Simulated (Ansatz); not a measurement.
Two isomers of C2H5ClGeO: A = `[CH3][GeH]([Cl])[CH]=O`, B = `[OH][Ge@@H]1[CH2][C@@H]1Cl`.

Computed with Ansatz on PBE0-D4/def2-TZVP structures; ΔE is electronic, products minus reactants. CCSD(T)/CBS adds triple-zeta CCSD(T) − MP2 to the extrapolated MP2 energy (def2 sets, frozen cores). Functionals use def2-TZVPP. B3LYP here is the variant with VWN-RPA as its local correlation; programs differ in this. For Ge outer-core shells are correlated without core-valence functions, which leaves a few kJ/mol of doubt a bond. Scalar relativity is left out up to krypton. One conformer a species, not always the lowest.

**Question.** Which isomer does CCSD(T)/CBS put lower? Give the gap. (Estimate.)

**Answer.** The calculation gave: A, by 32.8 kcal/mol.

**Question.** Give E(B) − E(A) in kcal/mol with ωB97M-V, PBE-D4, HF/def2-TZVPP, CCSD/def2-TZVPP, B3LYP-D4, MP2/def2-TZVPP, PBE0-D4. (Estimate.)

**Answer.** The calculation gave: ωB97M-V 35.5, PBE-D4 34.5, HF/def2-TZVPP 46.1, CCSD/def2-TZVPP 36.6, B3LYP-D4 39.0, MP2/def2-TZVPP 32.7, PBE0-D4 33.9. None reverses the order clearly.

Largest T1 diagnostic: 0.013.

In def2-TZVPP, CCSD(T) changes the Hartree–Fock value by −10.5 kcal/mol (the triples alone add −1.0 kcal/mol) and MP2 by −13.4 kcal/mol.
